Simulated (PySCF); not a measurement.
# Computed records: AlBClH$_{3}$N, AlBH$_{5}$N$_{2}$

Computed with PySCF 2.14.0. Calculation on a computer-drawn molecule: the log of a Hartree-Fock and frozen-core CCSD(T) single point meant for a local Hartree-Fock minimum, with one planted fault or none, to be diagnosed. Offsets are logged minus clean, where the clean run is the same molecule without the fault. The reference is restricted for singlets and unrestricted otherwise, and also for a bond in bohr or an excited solution. Adding or removing an electron swaps singlet and doublet. The excited solution moves the top pair (singlet) or top alpha electron (doublet) to the lowest empty orbital. Highest occupied and lowest empty are orbital energies over both spins, largest force is the largest gradient component, triples share is (T) over the correlation energy, the T1 limit is 0.02 restricted and 0.045 unrestricted, electrons count all cores, a negative frequency is imaginary (commonest isotopes), and the dipole is about the centre of nuclear charge.

Common to all runs: meant charge 0; meant multiplicity 2; meant basis cc-pV(D+d)Z; logged SCF converged yes; logged CC converged yes; logged SCF stable within its kind yes; possible faults no fault, one electron removed, one electron added, multiplicity raised by two, geometry at a saddle point, SCF held on an excited solution, minimal basis STO-3G, one bond length entered in bohr, all coordinates scaled.

Notes on all entries: T1 above single-reference limit.

(1) AlBClH$_{3}$N

Logged structure:
```xyz
7
AlBClH3N
B     -1.0971    -0.6108    -2.7746
N      0.5068    -1.1996    -0.7185
Al     1.9071    -2.3288    -0.6542
Cl     2.4510    -3.4044    -2.3996
H     -0.9191    -1.1362    -3.8395
H     -1.9942     0.1792    -2.6302
H      0.2811    -0.7112     0.1313
```

* logged electrons: 45
* logged basis functions: 89
* logged spin squared: 1.4394
* logged highest occupied: -8.8122 eV
* logged lowest empty: 0.69445 eV
* logged largest force: 0.024988 hartree/bohr
* logged T1 diagnostic: 0.052456
* logged D1 diagnostic: 0.2724
* logged triples share: 0.033631
* logged dipole magnitude: 2.1424 debye
* logged energy HF: -782.23769 hartree
* logged energy CCSD(T): -782.71368 hartree
* planted fault: one bond length entered in bohr, row 1 of the drawn bonds
* HF energy offset from clean run: 116.6 kcal/mol
* CCSD(T) energy offset from clean run: 120.8 kcal/mol

Drawn bonds:
| atom | other atom | order |
| --- | --- | --- |
| 1 | 2 | 1 |
| 2 | 3 | 1 |
| 3 | 4 | 1 |
| 1 | 5 | 1 |
| 1 | 6 | 1 |
| 2 | 7 | 1 |

(2) AlBH$_{5}$N$_{2}$

Logged structure:
```xyz
9
AlBH5N2
B     -0.3911     0.4506     1.9859
N     -0.9040    -0.2414     0.8758
Al     0.0161    -0.8580    -0.5653
N      1.7581    -0.5914    -0.6454
H     -1.1142     0.8077     2.8820
H      0.7893     0.6930     2.0473
H     -1.8955    -0.4001     0.9072
H      2.3458    -0.8946    -1.3987
H      2.7998     0.3024     0.6636
```

- logged electrons: 37
- logged basis functions: 90
- logged spin squared: 1.4156
- logged highest occupied: -8.9801 eV
- logged lowest empty: 0.99033 eV
- logged largest force: 0.017346 hartree/bohr
- logged T1 diagnostic: 0.050911
- logged D1 diagnostic: 0.24987
- logged triples share: 0.03523
- logged dipole magnitude: 2.4391 debye
- logged energy HF: -378.35994 hartree
- logged energy CCSD(T): -378.88056 hartree
- planted fault: one bond length entered in bohr, row 8 of the drawn bonds
- HF energy offset from clean run: 85.46 kcal/mol
- CCSD(T) energy offset from clean run: 87.5 kcal/mol

Drawn bonds:
| atom | other atom | order |
| --- | --- | --- |
| 1 | 2 | 1 |
| 2 | 3 | 1 |
| 3 | 4 | 1 |
| 1 | 5 | 1 |
| 1 | 6 | 1 |
| 2 | 7 | 1 |
| 4 | 8 | 1 |
| 4 | 9 | 1 |
